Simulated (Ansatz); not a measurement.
Program: Ansatz. Geometries: PBE0-D4/def2-TZVP. ΔE: electronic, gas phase. CCSD(T)/CBS adds triple-zeta CCSD(T) − MP2 to the extrapolated MP2 energy (def2 sets, frozen cores). This one scheme is used for every species. Functionals use def2-TZVPP. One conformer a species, not always the lowest.

Consider the ligand exchange at the Si–C bond: `O[SiH](O)C[SiH2]Cl` + `N[Si](F)(F)F` → `O[SiH](O)N[Si](F)(F)F` + `C[SiH2]Cl`.

| level | ΔE (kcal/mol) |
| --- | --- |
| r2SCAN-D4 | -15.2 |
| ωB97X-V | -14.7 |
| SCS-MP2/def2-TZVPP | -15.6 |
| MP2/CBS(def2) | -14.5 |

Question: What does CCSD(T)/CBS give? (An estimate is asked.)

Answer: Ansatz gave: -14.8 kcal/mol. The listed levels differ from it by -0.4, 0.1, -0.8, 0.3 kcal/mol.

Largest T1 diagnostic among the species: 0.012.

In def2-TZVPP, CCSD(T) changes the Hartree–Fock value by +3.4 kcal/mol (the triples alone add +0.5 kcal/mol) and MP2 by +3.7 kcal/mol. The D4 term adds +0.9 kcal/mol with B3LYP and +0.5 kcal/mol with PBE0; it sums over pairs of atoms, weighted by their polarisabilities, and B3LYP, whose exchange is more repulsive, gets the larger term.

B3LYP here is the variant with VWN-RPA as its local correlation; programs differ in this.
